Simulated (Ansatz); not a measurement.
CH3ClOSi, SMILES O=C[SiH2]Cl.

Geometry: B3LYP-D3(BJ)/def2-SVP. Other conformers were not sampled.

Two levels are set side by side: PBE/def2-SVPD (Ansatz, a quantum-chemistry and plane-wave program) and CAM-B3LYP/def2-SVPD (Ansatz). Energy differences of separate SCF runs at the same geometry; the states with an electron removed or added have multiplicity 2 and 2. Differences are taken from unrounded values.

```json
[
 {"quantity": "vertical ionisation energy (eV)", "CAM-B3LYP": "10.00", "PBE": "9.54", "PBE minus CAM-B3LYP": "-0.45"},
 {"quantity": "vertical singlet–triplet gap (eV)", "CAM-B3LYP": "2.55", "PBE": "2.47", "PBE minus CAM-B3LYP": "-0.09"}
]
```
